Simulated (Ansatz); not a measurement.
C3H6Ge can be A, `C=C=[CH][GeH3]`, or B, `C[C]1=[CH][GeH2]1`.

Gas-phase electronic energies from Ansatz, PBE0-D4/def2-TZVP geometries. CCSD(T)/CBS adds triple-zeta CCSD(T) − MP2 to the extrapolated MP2 energy (def2 sets, frozen cores). DFT in def2-TZVPP. B3LYP here is the variant with VWN-RPA as its local correlation; programs differ in this. For Ge outer-core shells are correlated without core-valence functions, which leaves a few kJ/mol of doubt a bond. Scalar relativity is left out up to krypton.

A:

```xyz
10

C     0.0827    0.3375    2.1946
C     0.2435   -0.2249    1.0322
C     0.3858   -0.7548   -0.1443
Ge   -0.2786    0.1298   -1.7411
H     0.8293    1.0130    2.5979
H    -0.7986    0.1399    2.7951
H     0.8891   -1.7140   -0.2417
H    -0.9623    1.4394   -1.3290
H    -1.2807   -0.7872   -2.4643
H     0.8897    0.4212   -2.6994
```

B:

Z-matrix (Å, degrees):
```
C
C 1 1.477
H 1 1.093 2 110.5
H 1 1.093 2 110.5 3 -118.0
H 1 1.094 2 111.5 3 121.0
C 2 1.322 1 139.4 3 -121.3
Ge 2 1.919 1 151.3 3 58.8
H 6 1.085 2 136.9 1 0.0
H 7 1.532 2 120.6 1 -78.0
H 7 1.532 2 120.7 1 78.0
```

Question: Which is lower in electronic energy at CCSD(T)/CBS, and by how much? (An estimate is asked.)

Answer: Computed: A, by 30.9 kJ/mol.

Question: Give E(B) − E(A) in kJ/mol with B2PLYP, MP2/def2-TZVPP, B3LYP, CCSD/def2-TZVPP, PBE0-D4, PBE-D4, r2SCAN-D4. (Best estimate.)

Answer: Ansatz gave: B2PLYP 43.8, MP2/def2-TZVPP 24.4, B3LYP 53.6, CCSD/def2-TZVPP 40.0, PBE0-D4 31.1, PBE-D4 35.3, r2SCAN-D4 39.4. None reverses the order clearly.

Largest T1 diagnostic: 0.012.

From PBE to PBE0 (25 % exact exchange), in def2-TZVPP and without D4, E(B) − E(A) moves by −4.4 kJ/mol. In def2-TZVPP, CCSD(T) changes the Hartree–Fock value by −26.7 kJ/mol (the triples alone add −3.2 kJ/mol) and MP2 by −39.0 kJ/mol.
